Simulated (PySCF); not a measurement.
Species: CH3F3OSi.
SMILES with atom numbers: `[OH:1][SiH2:2][C:3]([F:4])([F:5])[F:6]` (hydrogens: H7 on O1; H8, H9 on Si2)

Method used: PySCF 2.14.0, PBE0-D3(BJ)/def2-SVP geometry optimisation, gas phase.

Q: Give the optimised bond lengths and angles.

A: 
```tsv
bond	length (Å)	order
O1–Si2	1.656	single
Si2–C3	1.931	single
C3–F4, C3–F5, C3–F6	1.343	single
O1–H7	0.962	single
Si2–H8	1.491	single
Si2–H9	1.482	single
```

Bonds in one row agree within 0.01 Å and their mean is given. Orders are formal, as drawn. A selection of angles:
```tsv
angle	degrees
Si2–O1–H7	117.9
O1–Si2–C3	109.9
O1–Si2–H8	113.2
O1–Si2–H9	107.6
C3–Si2–H8	105.3
C3–Si2–H9	108.0
H8–Si2–H9	112.7
Si2–C3–F4	110.8
Si2–C3–F6	112.9
F4–C3–F5	107.2
```

Torsions: O1–Si2–C3–F4 -57° (synclinal); H7–O1–Si2–C3 65° (synclinal). The mirror-image conformer, all signs reversed, is as good.

O1 (silanol oxygen) is bent (angle 117.9°). Si2 (oxygen-bound silicon) is distorted tetrahedral (angles from 105.3° to 113.2°).

Stationary, but not proved a minimum. One conformer, not necessarily the lowest (H–O1–Si2–C3 65°).
